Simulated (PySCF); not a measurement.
A structure optimised at GFN2-xTB (Å):
```
atom  x, y, z in Å
C1     3.5958   -0.0712   -0.0886
C2     2.1088   -0.1520   -0.1397
C3     1.2741    0.5699    0.7276
N4    -0.0319    0.4951    0.6249
C5    -0.5023   -0.3088   -0.3424
C6    -1.9510   -0.4122   -0.5238
C7    -2.8077    0.7981   -0.2419
C8    -2.8442   -0.3569    0.6923
N9     0.2662   -1.0295   -1.1479
N10    1.5597   -0.9482   -1.0452
H11    4.0221   -0.8345   -0.7334
H12    3.9242    0.9090   -0.4332
H13    3.9499   -0.2077    0.9315
H14    1.6687    1.2048    1.5122
H15   -2.2293   -1.0666   -1.3382
H16   -3.6495    0.9744   -0.8934
H17   -2.2946    1.6904    0.0816
H18   -2.3565   -0.2470    1.6482
H19   -3.7122   -0.9978    0.7019
```

Neutral, closed shell.

Read off the bonds between heavy atoms and their formal orders.

C1–C2 1.49 Å (single); C2–C3 1.40 Å (aromatic); C3–N4 1.31 Å (aromatic); N4–C5 1.34 Å (aromatic); C5–C6 1.46 Å (single); C6–C7 1.51 Å (single); C7–C8 1.49 Å (single); C5–N9 1.33 Å (aromatic); N9–N10 1.30 Å (aromatic); C2–N10 1.32 Å (aromatic); C6–C8 1.51 Å (single). Bonds to hydrogen (Å): C1–H11 1.09; C1–H12 1.09; C1–H13 1.09; C3–H14 1.08; C6–H15 1.08; C7–H16 1.08; C7–H17 1.08; C8–H18 1.08; C8–H19 1.08.

Give the structure as a SMILES string.

`Cc1cnc(C2CC2)nn1`, C7H9N3. Among its features: pyridine-type ring nitrogen and cyclopropane ring.

Which rings does it hold (smallest set)?

C6–C7–C8 (3 members); C2–C3–N4–C5–N9–N10 (6 members, 0.01 Å rms from planarity).

Classify the heavy atoms.

C1: benzylic-type carbon; C2: substituted aromatic carbon; C3: aromatic CH next to a ring nitrogen; N4: pyridine-type nitrogen; C5: substituted aromatic carbon; C6: benzylic-type carbon; C7/C8: three-membered-ring carbon; N9: pyridine-type nitrogen; N10: pyridine-type nitrogen.

What is the arrangement about C3?

It has 3 neighbours (C2, N4, H14) and is planar (angles 122.2°, 120.9° and 116.9°, sum 360.0°, 0.00 Å off the plane of its three neighbours).

What is the arrangement about N9?

It has 2 neighbours (C5, N10) and is bent (angle 119.6°).

All values are computed, not measured.
